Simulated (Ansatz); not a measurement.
Total energies of Al₆N₇H₂₀⁺, a cluster cut from zinc blende AlN (hydrogen-capped) from Ansatz at PBE0-D4/def2-TZVP, gas phase (1 Eh = 27.2114 eV = 2625.5 kJ/mol). The reference geometry is relaxed at PBE-D4/def2-SVP.

| atom | x (Å) | y (Å) | z (Å) |
| --- | --- | --- | --- |
| N1 | -2.1099 | 1.7638 | 0.5649 |
| N2 | 1.9655 | -1.3376 | -2.3255 |
| N3 | -1.6598 | -1.1356 | -0.1107 |
| N4 | 0.1644 | 1.0381 | -1.3703 |
| N5 | 0.7929 | 2.0846 | 1.4659 |
| N6 | 1.3246 | -0.8584 | 0.7010 |
| N7 | -0.9495 | -0.1362 | 2.6382 |
| Al8 | 0.4998 | -0.1584 | -2.9143 |
| Al9 | -1.6606 | 0.6004 | -1.0083 |
| Al10 | -0.9949 | 1.7417 | 2.1526 |
| Al11 | 1.7957 | -2.2764 | -0.6007 |
| Al12 | -0.3657 | -1.5172 | 1.3030 |
| Al13 | 1.4688 | 0.9093 | 0.0100 |
| H14 | -3.0958 | 1.5838 | 0.8245 |
| H15 | -2.1633 | 2.7302 | 0.1975 |
| H16 | 2.8775 | -0.8533 | -2.3930 |
| H17 | 2.0377 | -2.0794 | -3.0450 |
| H18 | -2.6144 | -1.3745 | 0.2056 |
| H19 | -1.4685 | -1.8325 | -0.8560 |
| H20 | 0.2253 | 1.9880 | -1.7772 |
| H21 | 0.8613 | 3.0667 | 1.1465 |
| H22 | 1.4756 | 2.0602 | 2.2436 |
| H23 | 2.0320 | -0.9659 | 1.4490 |
| H24 | -1.8697 | -0.4247 | 3.0147 |
| H25 | -0.3371 | -0.2620 | 3.4634 |
| H26 | -0.8492 | -1.0605 | -2.8122 |
| H27 | 0.8944 | 0.6698 | -4.2149 |
| H28 | -2.7927 | 0.8855 | -2.0807 |
| H29 | -1.4545 | 2.7249 | 3.3108 |
| H30 | 0.3566 | -3.0309 | -0.6590 |
| H31 | 3.1472 | -3.0119 | -0.1934 |
| H32 | -0.4746 | -2.9063 | 2.0587 |
| H33 | 2.9409 | 1.3747 | -0.3886 |

```json
{"state": "charge 1 singlet", "geometry": "reference", "energy (Eh)": "-1849.38181"}
{"state": "charge 2 doublet", "geometry": "reference", "energy (Eh)": "-1848.92625"}
{"state": "charge 2 doublet", "geometry": "relaxed at PBE-D4/def2-SVP", "energy (Eh)": "-1848.97788"}
{"state": "charge 0 doublet", "geometry": "reference", "energy (Eh)": "-1849.48469"}
{"state": "charge 0 doublet", "geometry": "relaxed at PBE-D4/def2-SVP", "energy (Eh)": "-1849.49070"}
```

Single mean-field runs in def2-TZVP are fitted with def2-universal-jkfit.

Q: Work out the vertical ionisation energy to the doublet.

A: E(charge 2 doublet) − E(charge 1 singlet) = -1848.92625 − (-1849.38181) = 0.45556 Eh = 12.40 eV. For comparison, −ε of the highest occupied level is 10.79 eV at this level, 1.61 eV less.

Q: Work out the vertical electron affinity, to the doublet.

A: E(charge 1 singlet) − E(charge 0 doublet) = -1849.38181 − (-1849.48469) = 0.10288 Eh = 2.80 eV.

Q: Give the fundamental gap IE − EA, the Mulliken electronegativity (IE + EA)/2 and the hardness (IE − EA)/2.

A: From the values in Eh: IE − EA = 0.45556 − 0.10288 = 0.35268 Eh = 9.60 eV; (IE + EA)/2 = 7.60 eV; (IE − EA)/2 = 4.80 eV. The HOMO–LUMO gap of the same run is 6.91 eV, 2.69 eV smaller than the fundamental gap.

Q: How much does the charge 2 doublet relax, and what is the adiabatic ionisation energy?

A: Relaxation: -1848.92625 − (-1848.97788) = 0.05163 Eh = 1.40 eV. Adiabatic ionisation energy: 0.40393 Eh = 10.99 eV, without zero-point energy. In the charge 2 doublet, H26 and H30 lie 1.02 Å apart (atoms count from 1), so these atoms are partly bonded to each other.

Q: How much does the charge 0 doublet relax, and what is the adiabatic electron affinity?

A: Relaxation: -1849.48469 − (-1849.49070) = 0.00601 Eh = 0.16 eV. Adiabatic electron affinity: 0.10889 Eh = 2.96 eV, without zero-point energy.
